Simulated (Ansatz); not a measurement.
Basis-set extrapolation for C$_{5}$H$_{10}$O$_{3}$, SMILES `OCC1OCCCO1` (PBE0-D4/def2-TZVP geometry, frozen core, the Gaussian-basis code of Ansatz). Multiplicity 1, RHF reference.

|  | def2-TZVPP | def2-QZVPP |
| --- | --- | --- |
| HF | -419.899489 | -419.918897 |
| MP2 correlation | -1.551174 | -1.662479 |
| CCSD(T) correlation | -1.662783 | not run |

Energies in hartree. Use E(X) = E(∞) + A·exp(−7.88·√X) for Hartree–Fock and E(X) = E(∞) + B·X^(−2.97) for correlation, with X = 3 and 4, and add CCSD(T) minus MP2 of the smaller set to the MP2 limit.

Problem. What is the CCSD(T) energy at the basis-set limit?

Solution. HF limit: -419.918897 + (-0.019408) × 0.13774 = -419.92157. MP2 limit: -1.662479 + (-0.111305) × 0.74074 = -1.74493. Higher-order term: -1.662783 − (-1.551174) = -0.11161. Total: -421.77811 hartree, 566.7 kJ/mol below CCSD(T)/def2-TZVPP.
